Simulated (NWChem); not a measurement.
Lowest excitation of CH2Cl (+1)

```
C
H 1 1.1118
H 1 1.1118 2 121.66
Cl 1 1.6067 2 119.17 3 180.00
```
Charge +1, spin multiplicity 1.

Program: NWChem. The geometry was optimised at PBE/def2-SVP, a minimum by its harmonic frequencies.

Basis set: def2-SVPD.

The cost column gives rough processor time relative to EOM-CCSD; each entry includes its own SCF.

The correlated methods keep 6 core orbitals frozen. B3LYP has NWChem's definition, with VWN1-RPA local correlation. GW and range-separated runs recompute their integrals, the others keep them in memory, which bears on the times. The spin multiplicity of the parent species was assumed, not shown to be that of its ground state. The structure started from a generated list of species. No row is a measurement; the coupled-cluster row has its own basis-set and correlation limits.

| method | lowest vertical singlet excitation energy (eV) | relative cost |
|---|---|---|
| TD-CAM-B3LYP | ___ | 3 |
| TD-B3LYP | 3.38 | 4 |
| TD-PBE | ___ | under 3 |
| CIS | 4.55 | under 3 |
| EOM-CCSD | 3.51 | 1 |

Task: Complete the blanks.

Result: 
- TD-CAM-B3LYP, lowest vertical singlet excitation energy (eV): 3.45
- TD-PBE, lowest vertical singlet excitation energy (eV): 3.14
